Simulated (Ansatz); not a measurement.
`NB[SiH2][SiH3]` + H–F → `FB[SiH2][SiH3]` + NH₃  (ligand exchange at a B–N bond)

Calculated with Ansatz (gas phase, PBE0-D4/def2-TZVP geometries, no zero-point term in ΔE). CBS: MP2 limit from def2 TZ/QZ plus the TZ coupled-cluster correction, frozen cores. This one scheme is used for every species. DFT in def2-TZVPP. B3LYP here is the variant with VWN-RPA as its local correlation; programs differ in this. One conformer a species, not always the lowest.

```json
{"level": "r2SCAN-D4", "ΔE (kJ/mol)": "9.0"}
{"level": "ωB97M-V", "ΔE (kJ/mol)": "10.4"}
{"level": "r2SCAN", "ΔE (kJ/mol)": "8.0"}
{"level": "PBE0", "ΔE (kJ/mol)": "13.3"}
{"level": "B3LYP", "ΔE (kJ/mol)": "4.1"}
{"level": "CCSD(T)/def2-TZVPP", "ΔE (kJ/mol)": "12.5"}
{"level": "MP2/def2-QZVPP", "ΔE (kJ/mol)": "17.9"}
{"level": "CCSD/CBS(def2)", "ΔE (kJ/mol)": "11.7"}
```

Task: What does CCSD(T)/CBS give? (Best estimate.)

Result: Computed: +14.3 kJ/mol. The listed levels differ from it by -5.3, -3.9, -6.3, -1.0, -10.2, -1.8, 3.6, -2.6 kJ/mol.

Largest T1 diagnostic among the species: 0.015.

The D4 term adds +5.4 kJ/mol with B3LYP and +3.0 kJ/mol with PBE0; it sums over pairs of atoms, weighted by their polarisabilities, and B3LYP, whose exchange is more repulsive, gets the larger term. In def2-TZVPP, CCSD(T) changes the Hartree–Fock value by +20.5 kJ/mol (the triples alone add +2.6 kJ/mol) and MP2 by +25.1 kJ/mol.
